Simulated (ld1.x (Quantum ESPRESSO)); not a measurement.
# Al: one change to a PAW potential, before and after

aluminium, PAW, made with ld1.x (Quantum ESPRESSO) 7.5 (Wu–Cohen, non-relativistic). Core [Ne], reference 3s2 3p0.5 (charge +0.5). Waves: 3s (bound): rcut 1.35, rcutus 1.90 bohr; 3s channel at 1.45 Ry: rcut 1.35, rcutus 1.90 bohr; 3p (bound): rcut 1.50, rcutus 1.80 bohr; 3p channel at 0.85 Ry: rcut 1.50, rcutus 1.80 bohr. Local part: all-electron potential smoothed inside 1.85 bohr (lloc = -1). Core correction: Bessel-smoothed model core inside 1.65 bohr. Augmentation charge: PSQ, inside the norm-conserving radii.

Change: functional LDA (PZ).

Cutoffs: the cutoffs (Ry, on a coarse ladder) from which the occupation-weighted sum of valence levels, in a spherical-Bessel basis at the reference potential, stays within 10 and 1 mRy of its value at 400 Ry; they do not see the model core or the augmentation charge, which bear on the density cutoff. Errors are all-electron minus pseudo energies relative to the spin-unpolarised reference configuration.

Question: How do hardness, ghosts and transferability respond?

Answer: Both files are so soft that the ladder of cutoffs tells neither apart; the number of tests with a reliable result goes from 7 to 9; of the 7 tests that both files solve, the error grows in 0 and shrinks in 3 by more than 15 % and 0.3 meV (median size 1.2 → 0.7 meV); neither file shows a bound ghost.

```csv
quantity,base,changed
"cutoff, loose",8 Ry,8 Ry
"cutoff, tight",12 Ry,12 Ry
bound ghosts,none,none
"error for 3s2 3p1, meV [ΔE -2.08 → -2.13 eV]",-0.1,-0.1
"error for 3s2 3p0, meV [ΔE 3.67 → 3.73 eV]",-0.4,-0.5
"error for 3s1 3p0, meV [ΔE 22.83 → 23.07 eV]",-20,-22
"error for 3s1 3p1, meV [ΔE 9.43 → 9.51 eV]",-3.8,-3.2
"error for 3s0 3p3, meV [ΔE 8.27 → 8.31 eV]",-5.9,-3.7
"error for 3s2 3p1.3, meV [ΔE -2.64 → -2.73 eV]",-0.1,-0.1
"error for 3s1 3p2, meV [ΔE 3.02 → 2.99 eV]",-1.2,-0.7
s: phases at 2.05 bohr within 0.05 rad from the reference energy up to (Ry; the scan ends near 5),to the end of the scan,to the end of the scan
p: phases at 2.05 bohr within 0.05 rad from the reference energy up to (Ry; the scan ends near 5),3.4,3.3
lowest overlap eigenvalue by channel,"s 0.47, p 0.78","s 0.47, p 0.77"
```
